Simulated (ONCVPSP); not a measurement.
**What one change does to a pseudopotential (carbon, ONCV)**

- Element: carbon (C)
- Generator: ONCVPSP 4.0.1
- Type: optimised norm-conserving Vanderbilt (ONCV)
- Functional: PBE
- Relativity: scalar-relativistic
- Frozen core: [He]
- Valence charge: 4
- Reference configuration: 2s2 2p1.5 (charge +0.5)
- Partial waves: 2s: rc 1.25 bohr, ncon 4, nbas 7, qcut 5.1 1/bohr, 2 projectors, debl 3.8 Ha; 2p: rc 2.00 bohr, ncon 4, nbas 7, qcut 7.5 1/bohr, 1 projector
- Local potential: polynomial inside 1.15 bohr (lpopt 5, dvloc0 6 Ha)
- Core correction: none

Change: s: rc 1.44.

Cutoffs: the cutoffs (Ha) at which the residual kinetic energy of the hardest occupied pseudo-wave falls to 1 and 0.1 mHa per electron; they do not see the model core or the augmentation charge, which bear on the density cutoff. Errors are all-electron minus pseudo energies relative to the spin-unpolarised reference configuration.

Problem. What does the change do?

Solution. The potential gets softer (30 Ha and 72 Ha → 16 Ha and 50 Ha); the errors of the 4 common tests hardly move; neither file shows a bound ghost. A larger radius leaves more room for a smooth pseudo-wave, so fewer plane waves are needed.

| quantity | base | changed |
| --- | --- | --- |
| cutoff, loose | 30 Ha | 16 Ha |
| cutoff, tight | 72 Ha | 50 Ha |
| loose cutoff by channel | s 30 Ha, p 16 Ha | s 14 Ha, p 16 Ha |
| bound ghosts | none | none |
| GHOST(+) flags under 300 eV | none | none |
| error for 2s2 2p2, meV [ΔE -3.96 eV] | +3.2 | +3.5 |
| error for 2s2 2p1, meV [ΔE 6.90 eV] | +9.7 | +10 |
| error for 2s2 2p0, meV [ΔE 31.05 eV] | +210 | +217 |
| error for 2s1 2p2, meV [ΔE 15.65 eV] | -14 | -13 |
| p: phases at 2.03 bohr within 0.05 rad from the reference energy up to (Ha; the scan ends near 5) | 0.8 | 0.8 |
